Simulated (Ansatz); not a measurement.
One change: `CC#[C][GeH3]` becomes `CC#COC`.

Ansatz, PBE0-D4/def2-TZVP geometries, multiplicity 1. 

Scalar relativity is left out up to krypton.

| property | `CC#[C][GeH3]` |
| --- | --- |
| HOMO energy (ωB97M-V/def2-TZVPP) / eV | -9.81 |
| size of the dipole moment (ωB97M-V/def2-TZVPP) / D | 1.11 |
| size of the dipole moment (PBE/def2-TZVPP) / D | 1.17 |
| HOMO–LUMO gap (B3LYP/def2-TZVPP) / eV | 7.67 |
| HOMO energy (B3LYP/def2-TZVPP) / eV | -7.35 |
| HOMO–LUMO gap (PBE0/def2-TZVPP) / eV | 8.12 |

(1) Give the same properties after the change, and the shifts. (Best estimate.)

Answers

(1) Ansatz gave: 
| property | `CC#COC` | shift |
| --- | --- | --- |
| HOMO energy (ωB97M-V/def2-TZVPP) / eV | -8.76 | 1.05 |
| size of the dipole moment (ωB97M-V/def2-TZVPP) / D | 1.56 | 0.45 |
| size of the dipole moment (PBE/def2-TZVPP) / D | 1.48 | 0.31 |
| HOMO–LUMO gap (B3LYP/def2-TZVPP) / eV | 7.22 | -0.45 |
| HOMO energy (B3LYP/def2-TZVPP) / eV | -6.31 | 1.04 |
| HOMO–LUMO gap (PBE0/def2-TZVPP) / eV | 7.80 | -0.32 |

With PBE0 the HOMO rises by 1.07 eV and the LUMO rises by 0.75 eV, so the gap narrows by about 0.32 eV. PBE moves the HOMO by 1.13 eV and ωB97M-V by 1.05 eV. Dipoles are sizes alone; their direction can turn.

B3LYP here is the variant with VWN-RPA as its local correlation; programs differ in this.
